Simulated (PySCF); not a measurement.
C$_{3}$H$_{7}$O, doublet, at a GFN2-xTB geometry, with bond 5-1 at 1.6 times its length. Base run: B3LYP/STO-3G (PySCF).

Geometry (Å):
```xyz
11

C      1.4205    -0.0780     0.8008
C      0.6225    -0.5767    -0.3326
O     -0.4047     0.2936    -0.7524
C     -1.4621     0.3921     0.1682
H      2.5032    -1.1330     1.6087
H      1.4378     0.9700     1.0239
H      1.2546    -0.7038    -1.2299
H      0.2059    -1.5753    -0.0994
H     -1.1176     0.7599     1.1410
H     -2.1769     1.0947    -0.2550
H     -1.9491    -0.5812     0.3144
```
Charge 0, spin multiplicity 2.
Orbitals are unrestricted.
All else is at PySCF's defaults.
Base energy -191.07217 Eh.

The base run was repeated with changes; each row names its change, and settings that it needs were set with it.

```tsv
change	ΔE vs base (mEh)	SCF cycles	<S^2>
base	0.000	12	0.786
conv_tol = 1e-11	0.000	14	0.786
DIIS = ADIIS	0.000	31	0.786
init_guess = vsap	0.000	18	0.786
conv_tol = 1e-4	0.002	8	0.783
diis = off; damp = 0.3 (with mf.diis_start_cycle = 200; with mf.max_cycle = 150)	0.000	37	0.786
solver = newton	0.000	-	0.786
init_guess = huckel	0.000	16	0.786
conv_tol = 1e-7	0.000	10	0.786
diis_space = 12	0.000	12	0.786
conv_tol = 1e-12	0.000	15	0.786
diis_space = 4	0.000	19	0.786
level_shift = 0.1 (with mf.max_cycle = 100)	0.000	14	0.786
```

Open shells are given as the SCF converged; they aren't shown to be the lowest states, and a large step between rows can be another state.
